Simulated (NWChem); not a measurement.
Species: C₂H₇NSe; SMILES CC[Se]N

```xyz
11

Se     0.3959    -0.6405     0.0876
C      0.4559     1.2602    -0.5107
C     -0.4048     2.2023     0.3236
H      0.1784     1.2894    -1.5692
H      1.5189     1.5196    -0.4414
H     -0.0838     2.2126     1.3701
H     -1.4594     1.9028     0.2974
H     -0.3474     3.2274    -0.0649
N     -1.4122    -1.0955    -0.1175
H     -1.6948    -0.9839    -1.0890
H     -1.9942    -0.4981     0.4656
```
Atoms are numbered in this order, from 1.

Results from NWChem. Pople sets run with spherical d functions. Structure relaxed at the B3LYP/6-31G* (spherical d) level. Total energies compare along this basis series because the functional is fixed.

```tsv
level	basis functions	energy (Ha)	highest occupied level (eV)	orbital gap (eV)	dipole (D)
PBE/STO-3G	40	-2507.7541	___	___	___
PBE/3-21G	63	-2524.0554	-4.72	4.50	2.71
PBE/6-31G*	88	-2535.8655	-4.90	4.21	2.78
PBE/6-311G**	140	-2536.1773	-5.03	4.10	2.52
```

### Question
Fill in the missing entries.

### Answer

- PBE/STO-3G, highest occupied level (eV): -2.46
- PBE/STO-3G, orbital gap (eV): 5.87
- PBE/STO-3G, dipole (D): 2.58
